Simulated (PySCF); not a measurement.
Members of one family of related compounds. Method: PySCF, TDDFT CAM-B3LYP/def2-SVPD, vertical, gas phase, core orbitals frozen in the response. Geometries: PBE0-D3(BJ)/def2-SVP; one conformer of each isolated species. Triplets are in the Tamm–Dancoff approximation. 'Strongest' means the level of largest summed f among the lowest 10 singlets; it needn't be the same kind of state in each.

**Question.** Rank by computed energy of the strongest computed level, highest first.
A. `[SiH3][SiH]([SiH3])C1=CC=CO1`
B. `C=CC[SiH]([SiH3])[SiH3]`
C. `[SiH3][SiH](/C=N\[H])[SiH3]`
D. `C[SiH]([SiH3])[SiH3]`
E. `[SiH3][SiH]([SiH3])C1CCC1`

**Answer.** D (7.65 eV), E (7.51 eV), C (7.17 eV), B (6.63 eV), A (5.61 eV).

```tsv
SMILES	strongest (eV)	f (strongest)	f (S1)	HOMO (eV)	S1 (eV)	α (au)	S1 mainly
C[SiH]([SiH3])[SiH3]	7.65	0.39	0.061	-8.96	6.62	104.2	H→L (85%)
[SiH3][SiH]([SiH3])C1CCC1	7.51	0.34	0.088	-8.90	6.67	136.3	H→L (55%)
[H]/N=C\[SiH]([SiH3])[SiH3]	7.17	0.12	0.001	-8.61	4.30	111.5	H→L (92%)
C=CC[SiH]([SiH3])[SiH3]	6.63	0.19	0.176	-8.48	6.47	128.2	H→L+1 (48%)
[SiH3][SiH]([SiH3])c1ccco1	5.61	0.43	0.428	-7.82	5.61	139.5	H→L (95%)
```

H and L stand for HOMO and LUMO.

- `C[SiH]([SiH3])[SiH3]`: Löwdin shares by element: HOMO silicon 73%, hydrogen 5% or more (atoms not listed hold the other 22%); LUMO silicon 50%, carbon 14% (atoms not listed hold the other 36%).
- `[SiH3][SiH]([SiH3])C1CCC1`: Löwdin shares by element: HOMO silicon 70%, carbon 5% or more (atoms not listed hold the other 25%); LUMO silicon 63%, hydrogen 11% or more (atoms not listed hold the other 26%).
- `[H]/N=C\[SiH]([SiH3])[SiH3]`: Löwdin shares by element: HOMO nitrogen 47%, carbon 18%, silicon 12% or more, hydrogen 7% or more (atoms not listed hold the other 16%); LUMO nitrogen 30%, carbon 28%, silicon 19% or more (atoms not listed hold the other 22%).
- `C=CC[SiH]([SiH3])[SiH3]`: Löwdin shares by element: HOMO carbon 70%, silicon 10% or more (atoms not listed hold the other 20%); LUMO carbon 29% or more, silicon 26% or more (atoms not listed hold the other 45%).
- `[SiH3][SiH]([SiH3])c1ccco1`: Löwdin shares by element: HOMO carbon 67% (atoms not listed hold the other 33%); LUMO carbon 41% or more, oxygen 13% (atoms not listed hold the other 46%).

Without π bonds the low states are Rydberg-like; a valence basis with one diffuse set may place them up to an eV too high.
